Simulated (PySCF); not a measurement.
B(F)(I)(Me) (CH3BFI), SMILES FB(C)I.

Geometry optimised at B3LYP-D3(BJ)/def2-SVP. The def2 effective core potentials stand for the cores of I; spin–orbit coupling is left out.

Method: TDA-PBE0/def2-SVPD (PySCF).

Vertical excitations. Isolated molecule, no solvent.

Problem. Give excitation energies, oscillator strengths and character. (The exact figures need the calculation; the answer reports its results.)

Solution. 
```
state  energy (eV)  λ (nm)      f                                                               main pairs
-----  -----------  ------  -----  -----------------------------------------------------------------------
S1            5.14     241  0.000                                                          HOMO→LUMO 100 %
S2            5.89     210  0.095                                                         HOMO−1→LUMO 92 %
S3            6.45     192  0.024                                                         HOMO→LUMO+1 88 %
S4            6.46     192  0.001                                                         HOMO−2→LUMO 95 %
S5            6.71     185  0.022                                                       HOMO−1→LUMO+1 86 %
S6            6.94     179  0.066                                                         HOMO→LUMO+2 86 %
S7            7.26     171  0.079                                                       HOMO−1→LUMO+2 84 %
S8            7.82     158  0.043                                       HOMO→LUMO+3 64 %, HOMO→LUMO+5 23 %
S9            7.86     158  0.007                                       HOMO→LUMO+4 71 %, HOMO→LUMO+5 26 %
S10           7.94     156  0.014  HOMO→LUMO+5 44 %, HOMO→LUMO+3 26 %, HOMO→LUMO+4 17 %, HOMO−1→LUMO+4 9 %
T1            5.00     248      0                                                           HOMO→LUMO 99 %
T2            5.03     247      0                                                         HOMO−1→LUMO 98 %
T3            5.89     211      0                                                         HOMO−2→LUMO 82 %
T4            5.91     210      0                                       HOMO→LUMO+1 67 %, HOMO→LUMO+2 25 %
```
Triplets are in the Tamm–Dancoff approximation.
